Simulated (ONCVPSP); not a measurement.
**An all-electron radial function and its pseudo partner (copper (Cu))**

Columns: radius, all-electron u(r) and pseudo u(r) of the 3s shell (level -114.70 eV) of copper in the configuration [Ne] 3s2 3p6 3d10 4s1; PBE, scalar-relativistic, ONCV scheme, ONCVPSP 4.0.1.

```csv
r (bohr),all-electron,pseudo
0.070,-0.0317,0.2315
0.140,-0.6702,0.4532
0.210,-0.5603,0.6560
0.280,-0.0636,0.8319
0.350,0.4759,0.9751
0.420,0.8999,1.0812
0.490,1.1687,1.1487
0.560,1.2983,1.1783
0.630,1.3216,1.1725
0.700,1.2735,1.1359
0.770,1.1826,1.0744
0.840,1.0698,0.9943
0.910,0.9493,0.9022
0.980,0.8304,0.8042
1.050,0.7183,0.7058
1.120,0.6160,0.6111
1.190,0.5246,0.5232
1.260,0.4443,0.4440
1.330,0.3745,0.3745
1.400,0.3146,0.3145
1.470,0.2634,0.2633
1.540,0.2200,0.2199
1.610,0.1832,0.1832
1.680,0.1524,0.1523
1.750,0.1265,0.1264
1.820,0.1049,0.1048
```

(1) How many radial nodes do the two functions have?

(2) At about which radius was the pseudo-wave matched?

(3) Is the pseudo-wave norm-conserving?

## Answers

(1) The all-electron 3s function has n − l − 1 = 2 (the table is too coarse to show those close to the nucleus); the pseudo-wave has 0, since the states of the same l below it are removed with the core.

(2) 1.35 bohr. The columns agree to 0.0005 from 1.26 bohr on; several derivatives are matched, so the curves merge somewhat inside the radius.

(3) Yes: the ONCV scheme keeps the norm inside the radius equal to the all-electron one, which fixes the energy derivative of the logarithmic derivative at the level.
